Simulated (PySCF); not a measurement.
**Two-component Hartree-Fock for P (phosphorus, neutral)**

Start: [Ne] 3s2 3p2 4s1; 3p3/2 filled at m_j = +1/2, +3/2; 4s1/2 filled at m_j = +1/2. Calculated with PySCF 2.14 in x2c-SVPall-2c with one added diffuse shell each of s, p type (5s5p1d, 25 functions): generalised Hartree-Fock with the X2C-1e Hamiltonian and a Gaussian nucleus; one run each with spin-orbit coupling (SO) switched off, then screened by Boettger's factors. This is a chosen level, not necessarily the ground level.

```
spinor shell  electrons  ε, spin-free (eV)  ε, screened SO (eV)  weight of nominal j (screened SO)  rms radius, screened SO (bohr)
       1s1/2          2            -2186.4              -2186.4                              1.000                           0.120
       2s1/2          2            -210.63              -210.64                              1.000                           0.561
       2p1/2          2            -152.23              -152.92                              0.871                           0.538
       2p3/2          4            -152.23              -151.90                              0.935                           0.540
       3s1/2          2            -22.763              -22.768                              0.999                            1.99
       3p3/2          2            -14.164              -14.155                              0.822                            2.38
       4s1/2          1             -2.996               -2.996                              1.000                            5.46
```

```
   quantity   spin-free  screened SO
E (hartree)  -341.14444   -341.14392
        M_J         5/2          5/2
       ⟨J²⟩       8.759        8.758
       ⟨L²⟩       2.006        2.009
       ⟨S²⟩       3.752        3.751
```

Each row is a mean over spinors that exchange with the open shell spreads, by up to 5.660 eV (3s1/2).

Rows whose weight is well below 1 are mixtures of j = l ± 1/2: exchange outweighs spin-orbit coupling there, and the label is only the starting occupation.

Without spin-orbit coupling the j labels of p, d and f shells carry no meaning; the spin-free column gives the mean over the occupied spinors of each nl shell.
